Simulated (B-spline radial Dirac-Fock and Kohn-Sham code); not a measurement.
These are calculated numbers from a radial atomic solver; the model is multi-electron Dirac-Fock with separately optimised hole states, Breit and Lamb-shift corrections added in first order. Correlation and solid-state effects are left out.

**Question.** An atom or ion in its tabulated ground configuration has these computed binding energies (the last is its least bound level). Which is it?

```
level  binding energy (eV)
   1s              12676.7
   2s               1679.6
2p3/2               1455.1
   3s                253.7
3p3/2                184.1
3d3/2                74.50
   4p                19.52
```

**Answer.** Se⁺: Z = 34 with 33 electrons, [Ar] 3d10 4s2 4p3. The hydrogen-like estimate √(E/Ry) = 30.5 for the K level lies 3.5 below Z; the outermost level, at 19.52 eV, fixes the charge.
